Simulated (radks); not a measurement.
The numbers below are computed, except where a source is named.
Species: Te4+. Configuration: [Kr] 4d10 5p(up 0.5, down 0.5) 5s(up 1, down 0) (fractional occupations, a model configuration).

Level of theory: scalar-relativistic Kohn-Sham, PBE, spin-polarised, spherical densities, finite nucleus; Fermi nuclear charge, rms radius 4.7423 fm (a radial shooting solver on a logarithmic mesh with Libxc functionals).

Energy parts (eV):
| part | energy |
|---|---|
| total | -184779.029 |
| kinetic | 193595.355 |
| electron-nucleus | -444835.705 |
| Hartree | 71202.048 |
| exchange-correlation | -4740.726 |

Orbitals (lengths in bohr, moments of r in powers of bohr; <r^-3> diverges for s and p1/2; r(90%) holds 90 % of the orbital's charge):
| orbital | occ. | eigenvalue (eV) | <r^-3> | r(90%) | <1/r> | <r^2> |
|---|---|---|---|---|---|---|
| 1s up | 1 | -31672.64 | - | 0.0500 | 55.57 | 0.001048 |
| 1s down | 1 | -31672.58 | - | 0.0500 | 55.57 | 0.001048 |
| 2s up | 1 | -4895.320 | - | 0.185 | 12.72 | 0.01694 |
| 2s down | 1 | -4895.288 | - | 0.185 | 12.72 | 0.01694 |
| 2p up | 3 | -4399.308 | 5395 | 0.170 | 12.19 | 0.01340 |
| 2p down | 3 | -4399.273 | 5395 | 0.170 | 12.19 | 0.01340 |
| 3s up | 1 | -1010.275 | - | 0.473 | 4.545 | 0.1186 |
| 3s down | 1 | -1010.219 | - | 0.473 | 4.545 | 0.1186 |
| 3p up | 3 | -849.0101 | 1021 | 0.481 | 4.323 | 0.1189 |
| 3p down | 3 | -848.9525 | 1021 | 0.481 | 4.323 | 0.1189 |
| 3d up | 5 | -605.1481 | 140.6 | 0.466 | 4.088 | 0.1043 |
| 3d down | 5 | -605.0959 | 140.6 | 0.466 | 4.088 | 0.1043 |
| 4s up | 1 | -209.0558 | - | 1.10 | 1.823 | 0.6595 |
| 4s down | 1 | -208.9218 | - | 1.10 | 1.824 | 0.6587 |
| 4p up | 3 | -159.0307 | 194.6 | 1.20 | 1.666 | 0.7655 |
| 4p down | 3 | -158.8659 | 194.9 | 1.20 | 1.667 | 0.7635 |
| 4d up | 5 | -85.9935 | 19.87 | 1.46 | 1.380 | 1.077 |
| 4d down | 5 | -85.6835 | 20.00 | 1.46 | 1.385 | 1.067 |
| 5s up | 1 | -54.5806 | - | 2.65 | 0.7022 | 3.860 |
| 5s down | 0 | -53.4045 | - | 2.66 | 0.7019 | 3.877 |
| 5p up | 0.5 | -42.6812 | 28.31 | 3.04 | 0.6103 | 5.022 |
| 5p down | 0.5 | -41.5602 | 27.89 | 3.06 | 0.6065 | 5.089 |

The highest occupied level is 5p down at -41.560 eV. The configuration is held as typed, so some empty levels lie below it. The spin density at the nucleus is 80.60 e/bohr^3 (1s 0.32, 2s 0.13, 3s -0.01, 4s -0.14, 5s 80.30). Spin moment in Bohr magnetons: 1.
